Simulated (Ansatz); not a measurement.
# Ligand exchange: Ge(CH3)(OH) + C2H7BO → Ge(OH)2 + C3H9B

Species: Ge(CH3)(OH), singlet; C2H7BO `CCBO`, singlet; Ge(OH)2, singlet; C3H9B `CBCC`, singlet. The partners trade CH3 for OH: Ge–CH3 and B–OH bonds give way to Ge–OH and B–CH3.

Shapes, held fixed at every level: PBE0-D4/def2-TZVP. Flexible molecules stand in one conformer, not always the lowest. Programs: Ansatz 0.2.0. The zero-point and thermal change to 298 K, harmonic and unscaled (PBE0-D4/def2-TZVP), is -4.8 kJ/mol.

```
               level                    kind  ΔH(298 K) (kJ/mol)  less CCSD(T)/def2-TZVPP  CPU time (sum over the molecules)
   PBE-D4/def2-TZVPP                     GGA               +20.3                     -6.4                               27 s
r2SCAN-D4/def2-TZVPP                meta-GGA               +18.0                     -8.7                               41 s
 B3LYP-D4/def2-TZVPP           global hybrid               +19.5                     -7.2                               41 s
 BHLYP-D4/def2-TZVPP           global hybrid               +21.1                     -5.6                               28 s
  PBE0-D4/def2-TZVPP           global hybrid               +22.2                     -4.5                               27 s
  wB97M-V/def2-TZVPP  range-separated hybrid               +20.1                     -6.6                               89 s
      MP2/def2-TZVPP     perturbation theory               +22.5                     -4.2                                  –
  CCSD(T)/def2-TZVPP   coupled cluster or CI               +26.7                      0.0                             15 min
```

The highest level, CCSD(T)/def2-TZVPP, gives ΔH(298 K) = +26.7 kJ/mol; the levels span +18.0 to +26.7. The column of differences is taken from that level and isn't an error. No measured value is set beside it here. Relativity is left out for Ge. Outer-core shells of Ge are correlated in most correlated rows, in sets that cover them unevenly. CCSD(T)/def2-TZVPP lies outside the range of all other levels here, so it shouldn't be taken on trust. Times are processor times on shared x86 and Arm servers, and rough.
